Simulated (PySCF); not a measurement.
Precursor series Zn CH3-Br. Isolated molecules, 0 K electronic values unless said otherwise. One relaxed conformer stands for each flexible species; it need not be the lowest.

The charge on the central atom (Mulliken) from two functionals at the same geometries (PBE-D3(BJ)/def2-SVP), both in PySCF: PBE-D3(BJ)/def2-TZVP and TPSSh-D3(BJ)/def2-TZVP. 

```tsv
species	PBE-D3(BJ)/def2-TZVP (e)	TPSSh-D3(BJ)/def2-TZVP (e)
0 of 2 CH3 replaced by Br	0.31	0.36
1 of 2 CH3 replaced by Br	0.35	0.42
2 of 2 CH3 replaced by Br ([Zn(Br)2])	0.46	0.54
```

Over these rows, drawn at random from the members with no instability flagged (it was tested for open shells, ions and some series alone), PBE minus TPSSh-D3(BJ): mean -0.06 e, from -0.08 e to -0.05 e.
